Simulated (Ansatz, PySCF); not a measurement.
The Ansatz (a first-principles code) input:
Ansatz 0.2 input:
```yaml
crystal:
  periodic: [false, false, false]
  atoms:
    - {symbol: Cl, position_ang: [2.35678761, -0.31883422, 0.01950333]}
    - {symbol: C, position_ang: [0.77529472, -0.67694562, 0.18027512]}
    - {symbol: C, position_ang: [-0.39193325, -0.13280407, 0.05323237]}
    - {symbol: Cl, position_ang: [-0.62979944, 1.56052421, -0.45358792]}
    - {symbol: Cl, position_ang: [-1.86229222, -0.95589598, 0.35167018]}
basis:
  gaussian:
    orbitals: STO-3G
hamiltonian:
  xc: {name: wB97X}
magnetization: {spin_polarized: true, initial_magnetization: 1}
accuracy: high
```

Problem. Give the equivalent PySCF input.

Solution. Several could match; the one computed here: 
```python
from pyscf import gto, scf, dft

mol = gto.Mole()
mol.atom = '''
    Cl    2.35678761   -0.31883422    0.01950333
    C     0.77529472   -0.67694562    0.18027512
    C    -0.39193325   -0.13280407    0.05323237
    Cl   -0.62979944    1.56052421   -0.45358792
    Cl   -1.86229222   -0.95589598    0.35167018
'''
mol.basis = 'sto-3g'
mol.spin = 1
mol.verbose = 4
mol.build()

mf = dft.UKS(mol)
mf.xc = 'wb97x'
mf.grids.atom_grid = (99, 590)
mf.grids.prune = None
mf.kernel()
```

Both were run: Ansatz gave -1440.707354 Eh and PySCF -1440.707371 Eh, 0.017 mEh apart.
